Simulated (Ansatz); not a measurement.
Input file for Ansatz (a program for electronic structure): R-CCSD(T)/aug-cc-pVDZ on N2 (SMILES N#N).

Ansatz 0.2 input:
```yaml
crystal:
  periodic: [false, false, false]
  atoms:
    - {symbol: N, position_ang: [-0.34312846, 0.10551158, -0.85592625]}
    - {symbol: N, position_ang: [0.26455742, -0.08135483, 0.03025079]}
basis:
  gaussian:
    orbitals: aug-cc-pVDZ
magnetization: {spin_polarized: false}
correlation: {method: ccsd_t, electrons: outside_noble_gas}
scf: {lower_state_search: off}
```

Task: What total energy does the run end on?

Result: -109.2928 hartree (reference determinant -108.9614, T1 diagnostic 0.013).
